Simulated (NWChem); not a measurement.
System: BI$_{2}$, doublet; SMILES I[B]I

NWChem input:

```
start job
memory heap 200 mb stack 900 mb global 1100 mb
geometry units angstroms noautoz
  I      1.886271     0.000000    -0.038211
  B      0.000000     0.000000     0.874423
  I     -1.886271     0.000000    -0.038211
end
basis spherical
  I library def2-svp
  B library def2-svp
end
ecp
  I library def2-ecp
end
dft
  odft
  mult 2
  xc scan
  grid coarse
  iterations 150
  mulliken
end
task dft gradient
```

Parts of the log:

```
             Northwest Computational Chemistry Package (NWChem) 7.3.0
             --------------------------------------------------------

 C2V symmetry detected

                             Geometry "geometry" -> ""
                             -------------------------

 Output coordinates in angstroms (scale by  1.889725989 to convert to a.u.)

  No.       Tag          Charge          X              Y              Z
 ---- ---------------- ---------- -------------- -------------- --------------
    1 I                   53.0000     1.88627100     0.00000000    -0.04110964
    2 B                    5.0000     0.00000000     0.00000000     0.87152436
    3 I                   53.0000    -1.88627100     0.00000000    -0.04110964

 Effective nuclear repulsion energy (a.u.)     527.8646278688

      Symmetry information
      --------------------

 Group name             C2v
 Group number             16
 Group order               4
 No. of unique centers     2

                                 NWChem DFT Module
                                 -----------------

 Summary of "ao basis" -> "ao basis" (spherical)
 ------------------------------------------------------------------------------
       Tag                 Description            Shells   Functions and Types
 ---------------- ------------------------------  ------  ---------------------
 I                          def2-svp                10       26   4s4p2d
 B                          def2-svp                 6       14   3s2p1d

      Symmetry analysis of basis
      --------------------------

        a1         25
        a2          9
        b1         21
        b2         11

            General Information
            -------------------
          SCF calculation type: DFT
          Wavefunction type:  spin polarized.
          No. of atoms     :     3
          No. of electrons :    55
           Alpha electrons :    28
            Beta electrons :    27
          Charge           :     0
          Spin multiplicity:     2
          Use of symmetry is: on ; symmetry adaption is: on
          Maximum number of iterations: 150
          AO basis - number of functions:    66
                     number of shells:    26
          Convergence on energy requested:  1.00D-06
          Convergence on density requested:  1.00D-05
          Convergence on gradient requested:  5.00D-04

              XC Information
              --------------
                         SCAN Method XC Functional
                  SCAN metaGGA Exchange Functional  1.000
                        SCAN Correlation Potential  1.000

             Grid Information
             ----------------
          Grid used for XC integration:  coarse
          Radial quadrature: Mura-Knowles
          Angular quadrature: Lebedev.
          Tag              B.-S. Rad. Rad. Pts. Rad. Cut. Ang. Pts.
          ---              ---------- --------- --------- ---------
          I                   1.40      104          11.0       302
          B                   0.85       35           8.0       302
          Grid pruning is: on
          Number of quadrature shells:   139
          Spatial weights used:  Erf1

      Superposition of Atomic Density Guess
      -------------------------------------

 Sum of atomic energies:        -718.75823442

      Non-variational initial energy
      ------------------------------

 Total energy =    -618.330566
 1-e energy   =   -1368.320463
 2-e energy   =     599.186664
 HOMO         =      -0.109775
 LUMO         =       0.004476

   Symmetry analysis of molecular orbitals - initial alpha
   -------------------------------------------------------

  Numbering of irreducible representations:

     1 a1          2 a2          3 b1          4 b2

  Orbital symmetries:

     1 a1          2 b1          3 a1          4 a1          5 b1
     6 a1          7 b2          8 b1          9 a2         10 a1
    11 b1         12 a1         13 b2         14 a2         15 b1
    16 a1         17 b2         18 a2         19 b1         20 a1
    21 b1         22 a1         23 b1         24 a1         25 b2
    26 a2         27 b1         28 a1         29 b2         30 a1
    31 b1         32 a1         33 b1         34 a1         35 b2
    36 b1         37 a1         38 a2

   Symmetry analysis of molecular orbitals - initial beta
   ------------------------------------------------------

  Numbering of irreducible representations:

     1 a1          2 a2          3 b1          4 b2

  Orbital symmetries:

     1 a1          2 b1          3 a1          4 a1          5 b1
     6 a1          7 b2          8 b1          9 a2         10 a1
    11 b1         12 a1         13 b2         14 a2         15 b1
    16 a1         17 b2         18 a2         19 b1         20 a1
    21 b1         22 a1         23 b1         24 a1         25 b2
    26 a2         27 b1         28 a1         29 b2         30 a1
    31 b1         32 a1         33 b1         34 a1         35 b2
    36 b1         37 a1         38 a2

     ---------------------------------------------
      Total Density - Mulliken Population Analysis
     ---------------------------------------------

    Atom       Charge   Shell Charges
 -----------   ------   -------------------------------------------------------
    1 I   25    25.20   1.83  0.22  1.23  0.66  2.93  3.13  2.62  2.57  9.82  0.20
    2 B    5     4.60   1.99  1.02  0.42  0.74  0.38  0.04
    3 I   25    25.20   1.83  0.22  1.23  0.66  2.93  3.13  2.62  2.57  9.82  0.20

[...]

                         DFT ENERGY GRADIENTS

    atom               coordinates                        gradient
                 x          y          z           x          y          z
   1 I       3.564535   0.000000  -0.077686   -0.001190   0.000000   0.000572
   2 B       0.000000   0.000000   1.646942    0.000000   0.000000  -0.001145
   3 I      -3.564535   0.000000  -0.077686    0.001190   0.000000   0.000572
```

Level: SCAN/def2-SVP with def2 effective core potentials on I, spin-unrestricted. In the optimisation the excess spin sits in a1 (C2v, its own frame). Coordinates come from a PBE0/def2-SVP, spin-unrestricted optimisation. Not confirmed as a minimum by frequencies. No stability test was run on the SCF state. def2 effective core potentials on I; no spin-orbit coupling.
